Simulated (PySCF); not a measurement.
Part of a log for `[Cl][K]`: ground state, then the species with a core hole.

Level of theory: delta-SCF UKS SCAN, pcX-2 on the ionised atom, pcseg-1 elsewhere, spin-free X2C (PySCF). Atoms in this output count from 0. The cycles run on a coarse integration grid; for E(ground) and E(ion) the exchange–correlation energy is redone on a finer one, so they differ from the last cycle, and only they enter the binding energy.

Coordinates (Å, GFN2-xTB):
```
Cl     1.290756    -0.002854    -0.002887
K     -1.287999     0.004122    -0.011262
```

```
ground state, core basis on atom 0 (Cl), 84 functions
  cycle   1  E = -1063.70512935  |g| = 4.61e-01
  cycle   2  E = -1063.58230614  |g| = 8.53e-01
  cycle   3  E = -1063.76606138  |g| = 3.90e-02
  cycle   4  E = -1063.76626225  |g| = 2.73e-02
  cycle   5  E = -1063.76643766  |g| = 3.05e-03
  cycle   6  E = -1063.76643867  |g| = 8.46e-04
  cycle   7  E = -1063.76643955  |g| = 2.85e-04
  E(ground) = -1063.71132592 Eh
hole in Cl 1s of atom 0
  cycle   1  E = -958.70196702  |g| = 5.47e+00
  cycle   2  E = -959.47769998  |g| = 2.02e+00
  cycle   3  E = -959.89286250  |g| = 4.33e-01
  cycle   4  E = -959.94130544  |g| = 8.43e-02
  cycle   5  E = -959.94367131  |g| = 1.63e-02
  cycle   6  E = -959.94372592  |g| = 6.21e-03
  cycle   7  E = -959.94374142  |g| = 1.51e-03
  cycle   8  E = -959.94374021  |g| = 1.90e-04
  E(ion) = -959.90080202 Eh   <S^2> = 0.7519   hole on atom = 1.000
```

Problem. What is the Cl 1s binding energy of atom 0?

Solution. (-959.900802 − (-1063.711326)) Eh × 27.2114 eV/Eh = 2824.83 eV, for the chlorine bonded to K.

Geometry: GFN2-xTB; no solvent, vibrations or thermal averaging.
Labels such as C1 count atoms from 1, the log's own numbers from 0.
